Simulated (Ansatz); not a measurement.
Consider the formal exchange of groups at the Si–N bond: `[AlH2][NH][SiH3]` + `CC#CS` → `[SiH3]C#CS` + `C[NH][AlH2]`.

Program: Ansatz. Geometries: PBE0-D4/def2-TZVP. ΔE: electronic, gas phase. CCSD(T)/CBS adds triple-zeta CCSD(T) − MP2 to the extrapolated MP2 energy (def2 sets, frozen cores). Functionals use def2-TZVPP. B3LYP here is the variant with VWN-RPA as its local correlation; programs differ in this. One conformer a species, not always the lowest.

Is it downhill or uphill in electronic energy at CCSD(T)/CBS, and by how much? (An estimate is asked.)

The calculation gave: Uphill: ΔE = +76.5 kJ/mol.

What do these levels give: revPBE-D4, r2SCAN-D4, B3LYP-D4, BHLYP-D4, PBE-QIDH, PBE0, B3LYP, r2SCAN0, RPA@PBE/def2-TZVPP, CCSD/def2-SVP, CCSD/def2-TZVPP, MP2/def2-QZVPP? (Estimate.)

Ansatz gave: revPBE-D4 67.8, r2SCAN-D4 75.0, B3LYP-D4 74.2, BHLYP-D4 80.7, PBE-QIDH 79.5, PBE0 75.6, B3LYP 73.3, r2SCAN0 79.8, RPA@PBE/def2-TZVPP 68.3, CCSD/def2-SVP 70.5, CCSD/def2-TZVPP 76.7, MP2/def2-QZVPP 79.5 kJ/mol.

Largest T1 diagnostic among the species: 0.013.

At CCSD(T), def2-SVP lies −8.3 kJ/mol from the extrapolated value and def2-TZVPP −2.0 kJ/mol. In def2-TZVPP, CCSD(T) changes the Hartree–Fock value by −8.2 kJ/mol (the triples alone add −2.2 kJ/mol) and MP2 by −4.7 kJ/mol. Leaving LDA and LC-ωPBE aside and taking each functional with its dispersion term where it has one, the values spread over 12.9 kJ/mol, from revPBE-D4 to BHLYP-D4. LDA lies +6.0 kJ/mol from PBE without D4.
